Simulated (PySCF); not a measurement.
C₆H₉NSi, SMILES [SiH2](N)c1ccccc1, GFN2-xTB optimised geometry.

```
17

N      1.11    -2.75     1.58
Si     1.36    -2.08     0.01
C      0.39    -0.46     0.00
C     -1.00    -0.46     0.00
C     -1.72     0.72     0.00
C     -1.05     1.94     0.00
C      0.33     1.96    -0.01
C      1.04     0.77    -0.01
H      0.19    -2.69     2.00
H      1.54    -3.63     1.81
H      0.89    -2.91    -1.11
H      2.80    -1.86    -0.10
H     -1.53    -1.40     0.00
H     -2.80     0.70     0.00
H     -1.61     2.86     0.00
H      0.86     2.91    -0.01
H      2.12     0.80    -0.01
```

Density from PySCF with CAM-B3LYP/def2-SVP at that geometry.

Minimum of the electron density along straight lines between bonded atoms, close to the bond critical point (lines longer than 1.1 times the sum of covalent radii, or with two minima, are not listed):

| bond | length / Å | ρ at the minimum / e bohr⁻³ | ∇²ρ there / e bohr⁻⁵ | position (fraction from the first atom) |
|---|---|---|---|---|
| N1–Si2 | 1.724 | 0.123 | … | 0.60 |
| Si2–C3 | 1.886 | 0.115 | 0.34 | 0.38 |
| C3–C4 | 1.391 | 0.309 | -0.78 | 0.49 |
| C4–C5 | 1.383 | 0.315 | -0.82 | 0.50 |
| C5–C6 | 1.385 | 0.315 | -0.82 | 0.50 |
| C6–C7 | 1.384 | 0.315 | -0.82 | 0.50 |
| C3–C8 | 1.390 | 0.310 | -0.79 | 0.50 |
| C7–C8 | 1.384 | 0.316 | -0.83 | 0.50 |
| N1–H9 | 1.007 | 0.330 | -1.52 | 0.77 |
| N1–H10 | 1.007 | 0.331 | -1.53 | 0.77 |
| Si2–H11 | 1.475 | 0.116 | 0.31 | 0.49 |
| Si2–H12 | 1.463 | 0.118 | 0.34 | 0.49 |
| C4–H13 | 1.082 | 0.283 | -1.07 | 0.63 |
| C5–H14 | 1.081 | 0.283 | -1.08 | 0.63 |
| C6–H15 | 1.081 | 0.284 | -1.09 | 0.63 |
| C7–H16 | 1.081 | 0.283 | -1.09 | 0.63 |
| C8–H17 | 1.081 | 0.284 | -1.09 | 0.63 |

Task: Complete the blanks.

Result: 
- N1–Si2, ∇²ρ there / e bohr⁻⁵: 0.74
